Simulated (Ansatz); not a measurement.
One change: `[CH3][V]([CH3])(=[O])[F]` becomes `[CH3][V](=[O])([F])[Cl]`.

Ansatz, PBE0-D4/def2-TZVP geometries, multiplicity 1. 

Scalar relativity is left out up to krypton.

| property | `[CH3][V]([CH3])(=[O])[F]` |
| --- | --- |
| ideal-gas entropy at 298 K and 1 bar (rigid rotor, harmonic PBE0-D4/def2-TZVP) / J/(mol·K) | 367 |
| LUMO energy (ωB97M-V/def2-TZVPP) / eV | -0.51 |
| HOMO energy (ωB97M-V/def2-TZVPP) / eV | -11.09 |
| size of the dipole moment (ωB97M-V/def2-TZVPP) / D | 2.53 |
| size of the dipole moment (PBE/def2-TZVPP) / D | 2.28 |
| LUMO energy (B3LYP/def2-TZVPP) / eV | -3.17 |

(1) What does the change do to each property? (Estimate.)

## Answers

(1) Ansatz gave: 
```csv
property,`[CH3][V](=[O])([F])[Cl]`,shift
"ideal-gas entropy at 298 K and 1 bar (rigid rotor, harmonic PBE0-D4/def2-TZVP) / J/(mol·K)",350,-17
LUMO energy (ωB97M-V/def2-TZVPP) / eV,-1.29,-0.78
HOMO energy (ωB97M-V/def2-TZVPP) / eV,-11.70,-0.61
size of the dipole moment (ωB97M-V/def2-TZVPP) / D,2.12,-0.41
size of the dipole moment (PBE/def2-TZVPP) / D,1.81,-0.47
LUMO energy (B3LYP/def2-TZVPP) / eV,-3.90,-0.73
```

With PBE0 the HOMO falls by 0.55 eV and the LUMO falls by 0.76 eV, so the gap narrows by about 0.21 eV. PBE moves the HOMO by -0.52 eV and ωB97M-V by -0.61 eV. The zero-point energy changes by -86.6 kJ/mol with -9 modes. Dipoles are sizes alone; their direction can turn.

B3LYP here is the variant with VWN-RPA as its local correlation; programs differ in this.
